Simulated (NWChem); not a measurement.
Molecule: KCl; SMILES [Cl][K]

```xyz
2

K      0.0000     0.0000    -1.2555
Cl     0.0000     0.0000     1.3988
```
Atoms are numbered in this order, from 1.

Structure relaxed at the PBE0/def2-SVP level. B3LYP is NWChem's, with the RPA form of VWN correlation.

Problem. List the 6 lowest vertical singlet excitations and the 6 lowest triplet ones from B3LYP/def2-SVPD, full TDDFT (NWChem).

Solution. 
| state | energy (eV) | oscillator strength | leading excitation (squared amplitude) |
|---|---|---|---|
| S1 | 3.52 | 0.008 | HOMO → LUMO (0.97) |
| S2 | 3.52 | 0.008 | HOMO−1 → LUMO (0.97) |
| S3 | 3.83 | 0.072 | HOMO−2 → LUMO (0.99) |
| S4 | 5.05 | 0.000 | HOMO−1 → LUMO+2 (0.26) |
| S5 | 5.06 | 0.000 | HOMO−1 → LUMO+1 (0.26) |
| S6 | 5.11 | 0.000 | HOMO−1 → LUMO+1 (0.26) |
| T1 | 3.49 | spin-forbidden | HOMO → LUMO (0.98) |
| T2 | 3.49 | spin-forbidden | HOMO−1 → LUMO (0.98) |
| T3 | 3.68 | spin-forbidden | HOMO−2 → LUMO (0.99) |
| T4 | 5.04 | spin-forbidden | HOMO−1 → LUMO+2 (0.26) |
| T5 | 5.06 | spin-forbidden | HOMO−1 → LUMO+2 (0.26) |
| T6 | 5.06 | spin-forbidden | HOMO−1 → LUMO+1 (0.26) |
